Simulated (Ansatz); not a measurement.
A run for Ansatz (a program for electronic structure): SC-NEVPT2 on SA-CASSCF(2,2)/cc-pV(Q+d)Z on F2Si (SMILES F[Si]F), 2S+1 = 3, a spin state set in the input, which need not be the lowest. Files ending in .json are basis or fitting sets from the Basis Set Exchange.

Ansatz 0.2 input:
```yaml
crystal:
  periodic: [false, false, false]
  atoms:
    - {symbol: F, position_ang: [-1.23895804, -0.45010427, 0.00000000]}
    - {symbol: Si, position_ang: [-0.00055932, 0.57716124, 0.00000000]}
    - {symbol: F, position_ang: [1.23982810, -0.44770210, 0.00000000]}
basis:
  gaussian:
    orbitals: cc-pV_Q+d_Z.json
magnetization: {spin_polarized: false, initial_magnetization: 2}
correlation: {method: sc_nevpt2, electrons: outside_noble_gas, active_space: {window: {electrons: 2, orbitals: 2}, states: [{multiplicity: 1, weights: [1]}, {multiplicity: 3, weights: [1]}]}}
output: {orbitals: {seedname: ./end}}
```

Program output:

```
WARN ansatz: RAYON_NUM_THREADS=1 ignored (pool sized by the plan → 1); use --threads N
Functional definition: HF
integrals: 0.31 GiB planned
2128 factors; integrals over basis functions are off by at most 1.3e-7 eV
mean field: 0.77 GiB planned
mean field evaluation 1: about -13274.5128 eV, gradient 3.4e1 eV
mean field evaluation 2: about -13274.6349 eV, gradient 3.4e1 eV
mean field evaluation 4: about -13277.4718 eV, gradient 2.5e0 eV
mean field evaluation 8: about -13277.5397 eV, gradient 1.8e-1 eV
mean field evaluation 16: about -13277.5400 eV, gradient 4.6e-6 eV
mean field -13277.53998741 eV, -487.9405946976 hartree, gradient 4.6e-6 eV, S^2 2.000000; 0 other end points of the search recorded, 0 dependent functions left out
reference -13277.53998741 eV, -487.9405946976 hartree; 17, 15 occupied and 157, 159 virtual orbitals, 2128 factors
configuration interaction: 0.41 GiB planned
configuration interaction: 0.00 GiB planned
state -13280.34318409 eV, -488.0436102752 hartree
state -13280.34318409 eV, -488.0436102752 hartree; corrected -13297.70231299 eV, -488.6815464959 hartree
configuration interaction: 0.00 GiB planned
configuration interaction: 0.00 GiB planned
state -13277.47497810 eV, -487.9382056493 hartree
state -13277.47497810 eV, -487.9382056493 hartree; corrected -13294.51676236 eV, -488.5644796696 hartree
Total energy: -13296.10953767 eV, -488.6230130827 hartree
```

Self-consistency was reached. The last total energy is the mean of the averaged states.

Cost: very roughly 18 core-seconds.
